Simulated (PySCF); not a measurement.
**Adding and removing an electron: NaTl**

RHF-MP2; Na def2-SVPD, Tl def2-SVPD with ECP60; scalar-relativistic core potentials (PySCF 2.14). Neutral (RHF): singlet (closed shell), Re = 3.295 Å, ωe = 138 cm⁻¹, De = 0.53 eV.

NaTl⁺ (UHF): doublet (σ ↑), Re = 3.643 Å, ωe = 91.4 cm⁻¹. The energies at the minima are -333.38025 hartree for NaTl and -333.21569 for NaTl⁺.

**Question.** Work out the adiabatic ionisation energy, without and with harmonic zero-point energies (1 hartree = 27.2114 eV, 1 eV = 8065.5 cm⁻¹), and the change of the bond length.

**Answer.** At MP2: 0.16456 hartree = 4.478 eV between the minima; the zero-point term (91.4 − 138.0)/2 cm⁻¹ = -0.003 eV makes it 4.475 eV. Re changes by +34.8 pm against the neutral. The electron leaves a σ orbital, and the longer bond of the ion fits a bonding orbital, or a change in how ionic the bond is.

Correlated steps freeze 5 core orbitals. Correlated levels converge slowly with the basis: in double zeta they bind strong bonds too weakly, by up to about 1 eV, and carry superposition errors of some tenths. These are scalar-relativistic numbers at best; spin–orbit coupling would shift them, the dissociation energy most. Where the molecule has an RHF reference, its open-shell atoms are computed with UHF. States were picked by a PBE0 search and need not be the measured ground states.

Neutral and ion stand on different kinds of reference determinant, which adds to the error of the difference.
